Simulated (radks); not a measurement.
Q: The table gives one normalised radial function P(r) = r R(r) (large component) of Xe in [Xe] (r in bohr). All-electron calculation, Dirac Kohn-Sham, PBE, spin-unpolarised, spherical densities, finite nucleus; Fermi nuclear charge, rms radius 4.7859 fm. Program: a radial shooting solver on a logarithmic mesh with Libxc functionals.

r	P
0.002538	0.0055
0.002908	0.0071
0.003359	0.0092
0.003879	0.0121
0.00448	0.0158
0.005173	0.0205
0.005975	0.0266
0.0069	0.0345
0.007969	0.0444
0.009203	0.0569
0.01063	0.0726
0.01227	0.0920
0.01418	0.1157
0.01637	0.1444
0.01891	0.1784
0.02184	0.2179
0.02522	0.2626
0.02889	0.3087
0.03337	0.3596
0.03853	0.4094
0.0445	0.4534
0.05139	0.4848
0.05936	0.4955
0.06855	0.4763
0.07917	0.4182
0.09143	0.3146
0.1056	0.1636
0.1219	-0.0290
0.1408	-0.2468
0.1626	-0.4625
0.1878	-0.6389
0.2169	-0.7346
0.2505	-0.7129
0.287	-0.5656
0.3315	-0.2791
0.3828	0.1076
0.4421	0.5326
0.5106	0.9193
0.5897	1.1959
0.681	1.3147
0.7865	1.2691
0.9083	1.0927
1.049	0.8443
1.211	0.5858
1.399	0.3641
1.616	0.2015
1.866	0.0983
2.155	0.0417
2.489	0.0152
2.851	0.0050
3.293	0.0013
3.803	0.0003
4.392	0.0000
5.072	0.0000
5.858	0.0000
6.765	0.0000
7.813	0.0000

Which n and l does it have? It may be an empty orbital.

A: n = 4, l = 1: the number of nodes gives n - l - 1 = 2, the rise at small r points to l (this Dirac orbital starts outside the nucleus as r^gamma with gamma = sqrt((l + 1)^2 - (Z/c)^2) = 1.96; the j = 3/2 orbital of l + 1 starts with the same power, but with a smaller coefficient, and then steepens), and the extent must fit the shell. The curve is that of 4p3/2; the two j differ most near the nucleus, where j = l - 1/2 has the larger amplitude, and in heavy atoms j = l - 1/2 is also the more compact. 4p3/2: eigenvalue -137.38 eV, 2 radial nodes at r = 0.120, 0.369 bohr, <r> = 0.774 bohr, 90 % of the charge inside 1.13 bohr.
